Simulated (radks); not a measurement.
All-electron atom: Pt2+ in [Xe] 4f14 5d8. Method: Dirac Kohn-Sham, RPBE, spin-unpolarised, spherical densities, finite nucleus; open shells are shared between the two j in proportion to 2j + 1; Fermi nuclear charge, rms radius 5.427 fm; computed with a radial shooting solver on a logarithmic mesh with Libxc functionals.

Normalised radial functions P(r) = r R(r) (large component), r in bohr:

```
   r/bohr * 5s1/2, o 5p3/2, + 6p1/2 (the largest magnitude, 1.17, reaches the edge; | marks zero, & curves that meet)
 0.001185                             & *
 0.001606                             &  *
 0.002194                             &  *
 0.002973                             &   *
  0.00403                             &   *
 0.005461                             +o   *
 0.007401                             |&   *
  0.01003                             |+o *
   0.0137                             |+ &
  0.01857                             |*+ o
  0.02517                           * | +  o
  0.03411                       *     | +   o
  0.04623                     *       | +   o
  0.06266                        *    +  o
   0.0856                           o+|*
    0.116                     o    +  |        *
   0.1572                    o      + |         *
   0.2131                            &|+
   0.2888               *             |   +     o
   0.3914                *            |  +         o
   0.5304                           + |o    *
   0.7246            o         +      |                        *
   0.9821    o                   +    |                          *
    1.331         o                   | +             *
    1.804                   o         |     *   +
    2.445                          o  |*             +
    3.313                            o*            +
    4.526                             &       +
    6.134                             &  +
    8.314                             &
```

5s1/2: eigenvalue -122.30 eV, 4 radial nodes at r = 0.0202, 0.0811, 0.210, 0.489 bohr, <r> = 0.953 bohr, 90 % of the charge inside 1.36 bohr. 5p3/2: eigenvalue -72.655 eV, 3 radial nodes at r = 0.0764, 0.219, 0.538 bohr, <r> = 1.13 bohr, 90 % of the charge inside 1.64 bohr. 6p1/2 (empty): eigenvalue -15.381 eV, 4 radial nodes at r = 0.0680, 0.201, 0.485, 1.25 bohr, <r> = 3.02 bohr, 90 % of the charge inside 4.40 bohr.
